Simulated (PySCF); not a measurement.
Dipole response of Si⁻ (silicon, charge -1)

[Ne] 3s2 3p3, high-spin 4S determinant. All numbers are calculated (PySCF 2.14, the non-relativistic Hamiltonian (point nucleus), in def2-TZVPPD (6s5p4d1f, 48 functions)). Coupled (time-dependent) response in atomic units; α is the mean over directions.

```tsv
method	mean α (bohr³)	C₆ (like pair)	S(−4)
UHF	81.07	928.2	3259
```

S(−4) is the Cauchy moment in α(ω) = α(0) + S(−4) ω² + …

α(iu) at UHF:

| u (hartree) | α(iu) (bohr³) |
| --- | --- |
| 0 | 81.07 |
| 0.0500 | 74.00 |
| 0.100 | 60.35 |
| 0.200 | 38.01 |
| 0.300 | 24.93 |
| 0.500 | 12.64 |
| 0.750 | 6.717 |
| 1.00 | 4.145 |
| 1.50 | 2.050 |
| 2.00 | 1.244 |
| 3.00 | 0.6281 |
| 5.00 | 0.2779 |

A single London oscillator, α(iu) = α/(1 + u²/ω²), gives C₆ = (3/4) ω α². Matching the computed C₆ needs ω = 4 × 928.2 / (3 × 81.07²) = 0.188 hartree.

For an ion, C₆ is the dispersion term alone; charge-induced terms of lower order in 1/R come first.
